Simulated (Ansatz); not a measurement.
Input file for Ansatz (a quantum-chemistry and plane-wave program): R-PBE/def2-TZVPP on CH4Be (SMILES [BeH][CH3]), atoms moved off the minimum.

Ansatz 0.2 input:
```yaml
crystal:
  periodic: [false, false, false]
  atoms:
    - {symbol: Be, position_ang: [-0.95976717, -0.50338167, -0.14755041]}
    - {symbol: H, position_ang: [-2.14490581, -1.14272589, -0.29789036]}
    - {symbol: C, position_ang: [0.52869484, 0.27096741, 0.06428806]}
    - {symbol: H, position_ang: [1.00478174, 0.00705518, 1.05348190]}
    - {symbol: H, position_ang: [0.40841445, 1.34922485, 0.08755746]}
    - {symbol: H, position_ang: [1.25014513, 0.05252331, -0.69390260]}
basis:
  gaussian:
    orbitals: def2-TZVPP
hamiltonian:
  xc: {name: PBE}
scf: {lower_state_search: off}
output: {forces: true}
```

The head of its log:

```
WARN ansatz: RAYON_NUM_THREADS=2 ignored (pool sized by the plan → 2); use --threads N
Functional definition: PBE
these checks for a lower state are left out or cut short: stability, starts, cluster_reference, orbital_swaps, neighbouring_geometries, increment
integrals: 0.02 GiB planned
557 factors; their error is unknown
mean field: 0.21 GiB planned
mean field evaluation 1: about -1491.3822 eV, gradient 6.4e1 eV
mean field evaluation 2: about -1477.8046 eV, gradient 8.5e1 eV
```

Give the final energy of this run.

-55.1548 hartree.
